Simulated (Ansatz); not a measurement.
Input and output for Ti2H4 (the lowest singlet isomer of a short search).

```yaml
crystal:
  periodic: [false, false, false]
  atoms:
    - {symbol: Ti, position_ang: [0.091963, 0.434706, -0.667199]}
    - {symbol: Ti, position_ang: [0.150060, -1.022683, 0.868922]}
    - {symbol: H, position_ang: [1.101335, -1.167025, -0.692319]}
    - {symbol: H, position_ang: [-1.498426, 0.852284, -1.308824]}
    - {symbol: H, position_ang: [1.140113, 0.531596, 0.973002]}
    - {symbol: H, position_ang: [-0.985056, 0.371123, 0.826408]}
basis:
  gaussian: {orbitals: def2-TZVP, nuclear_model: gaussian}
hamiltonian: {xc: {name: BLYP}}
scf: {omitted_lower_state_checks: [starts]}
output: {forces: true}
```

```sh
$ ansatz run in.yaml --threads 4 --pin off --events-out ev --progress --plain --max-ram 3916MiB
```

Output, abridged:

```
Functional definition: BLYP
1002 factors; their error is unknown
mean field evaluation 1: about -46277.6023 eV, gradient 8.3e1 eV
mean field evaluation 2: about -46181.0553 eV, gradient 1.8e2 eV
mean field evaluation 4: about -46234.8810 eV, gradient 1.7e2 eV
mean field evaluation 8: about -46293.1247 eV, gradient 1.9e0 eV
mean field evaluation 16: about -46293.1243 eV, gradient 2.3e-2 eV
mean field -46293.12433331 eV, -1701.2409406426 hartree, gradient 5.1e-5 eV, S^2 0.000000; 0 other end points of the search recorded, 0 dependent functions left out
reference -46293.12466879 eV, -1701.2409529711 hartree; 24, 24 occupied and 90, 90 virtual orbitals, 1002 factors
Total energy: -46293.12466879 eV, -1701.2409529711 hartree
Atom 0 at     0.091963     0.434706    -0.667199 Å, force     0.109653     0.348689    -0.395531 eV/Å
Atom 1 at     0.150060    -1.022683     0.868922 Å, force     0.010708    -0.395849     0.381430 eV/Å
Atom 2 at     1.101335    -1.167025    -0.692319 Å, force     0.071108    -0.078649    -0.063574 eV/Å
Atom 3 at    -1.498426     0.852284    -1.308824 Å, force    -0.099004     0.024796    -0.021516 eV/Å
Atom 4 at     1.140113     0.531596     0.973002 Å, force     0.024577     0.042157     0.027437 eV/Å
Atom 5 at    -0.985056     0.371123     0.826408 Å, force    -0.117041     0.058856     0.071755 eV/Å
Dipole moment:     0.407648    -0.392962     0.181007 e Å
Checks for a lower state left out: starts
```

Run time 0.9 s (4 threads of Intel Xeon Platinum 8488C on a shared host).

The restricted singlet is unstable towards broken spin symmetry at other levels; at RKS BLYP/def2-TZVP this wasn't settled.
